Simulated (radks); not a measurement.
Results of a calculation; reference values are marked as such.
Numerical settings for the rhenium ion Re26+, [Kr] 4d10 4f3. Code: a radial shooting solver on a logarithmic mesh with Libxc functionals. Model: Dirac Kohn-Sham, PBE, spin-unpolarised, spherical densities, point nucleus; open shells are shared between the two j in proportion to 2j + 1. The defaults (mesh step 0.008 in ln r, mesh end at 40 bohr or more with all orbitals vanishing there, Anderson mixing 0.5 over 9 steps, residual threshold near 1e-9 with the energy settled to 1e-9 hartree or 1e-11 of itself, here a cap of 91 iterations) give E = -16413.2541 hartree and 4f7/2 at -808.22 eV in 13 iterations. Times are rough (one thread of a shared host). Changes against that run (0 stands for a change within the tolerance of the run):

setting                    iterations  converged  E (mhartree)  e(4f7/2) (meV)  CPU (s)
mesh step in ln r 0.005            13        yes             0               0     0.14
mesh step in ln r 0.03             13        yes       -0.0013        -0.00596     0.03
mesh step in ln r 0.05             13        yes       -0.0387           -0.11     0.02
mesh end (bohr) 20                 13        yes             0               0     0.09
mesh end (bohr) 400                13        yes             0               0     0.11
residual threshold 1e-16           91         no             0               0     0.28
residual threshold 0.01             8        yes             0           +23.6     0.07
mixing 0.01                        19        yes             0               0     0.12
linear mixing, mixing 0.2          91        yes             0               0     0.46
linear mixing, mixing 1            28        yes             0               0     0.17
mixing history 3                   17        yes             0               0     0.11
iteration cap 3                     3         no          +245       -3.77e+03     0.03

No run marked as converged misses the energy by more than 1 mhartree. A mesh that ends early acts as a hard wall.
